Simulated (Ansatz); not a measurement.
ZnCl₂, relaxed as a singlet with RKS PBE-D4/def2-TZVP in Ansatz, starting from the GFN2-xTB geometry. Force threshold 0.02 eV/Å.

Start:

Cartesian coordinates in Å:
```
Zn -0.013 0.013 -0.014
Cl 1.309 -0.457 -1.636
Cl -1.296 0.444 1.650
```

```json
{"step": "1", "energy (eV)": "-73451.4616", "largest force component (eV/Å)": "0.756", "SCF passes": "15"}
{"step": "2", "energy (eV)": "-73451.5010", "largest force component (eV/Å)": "0.243", "SCF passes": "19"}
{"step": "3", "energy (eV)": "-73451.5051", "largest force component (eV/Å)": "0.033", "SCF passes": "19"}
{"step": "4", "energy (eV)": "-73451.5052", "largest force component (eV/Å)": "0.002", "SCF passes": "17"}
```

Force components are those of the run's own axes.

End:

```tsv
atom	x (Å)	y (Å)	z (Å)
Zn1	-0.0005	0.0005	-0.0005
Cl2	1.2697	-0.4395	-1.6011
Cl3	-1.2692	0.4390	1.6017
```

By distances, no bond broke or formed. The bond that changes most is Zn1–Cl3, from 2.15 to 2.09 Å (atoms count from 1).

No frequencies were taken in this run, so the end may be a saddle point.

Hardware: 4 threads of Arm Neoverse N1 on a shared host. Wall time 3.6 s.
